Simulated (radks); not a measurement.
All-electron atom: Ar4+ in [He] 2s2 2p5 3s2 3p2 4s1 (not the ground configuration).

Method: scalar-relativistic Kohn-Sham, r2SCAN, spin-polarised, spherical densities, finite nucleus; open shells are filled with parallel spins first; meta-GGA in the generalised Kohn-Sham scheme; Fermi nuclear charge, rms radius 3.4274 fm; computed with a radial shooting solver on a logarithmic mesh with Libxc functionals.

Energy parts (eV):
| part | energy |
|---|---|
| total | -13976.691 |
| kinetic | 14056.055 |
| electron-nucleus | -32112.496 |
| Hartree | 4827.320 |
| exchange-correlation | -747.568 |

Orbitals (lengths in bohr, moments of r in powers of bohr; <r^-3> diverges for s and p1/2; r(90%) holds 90 % of the orbital's charge):
orbital  occ.  eigenvalue (eV)  <r^-3>  r(90%)
1s up       1        -3264.405       -   0.153
1s down     1        -3260.045       -   0.153
2s up       1        -409.7092       -   0.625
2s down     1        -403.5961       -   0.627
2p up       3        -344.0933   135.9   0.596
2p down     2        -336.2835   134.1   0.600
3s up       1         -96.8518       -    1.72
3s down     1         -90.9372       -    1.76
3p up       2         -79.1829   18.89    1.84
3p down     0         -73.4306   18.19    1.87
3d up       0         -53.2876   1.808    2.04
3d down     0         -48.0081   1.787    2.03
4s up       1         -36.0294       -    3.78
4p up       0         -30.6939   4.422    4.06

The highest occupied level is 4s up at -36.029 eV. The configuration is held as typed, so some empty levels lie below it. The electron density at the nucleus is 4390 e/bohr^3 (large components only). The spin density at the nucleus is 6.529 e/bohr^3 (1s -3.406, 2s 2.727, 3s 1.273, 4s 5.935). Summed over all electrons, <r^2> = 15.89 bohr^2, which gives a Langevin (diamagnetic) susceptibility term of -12.6 x 10^-6 cm^3/mol.
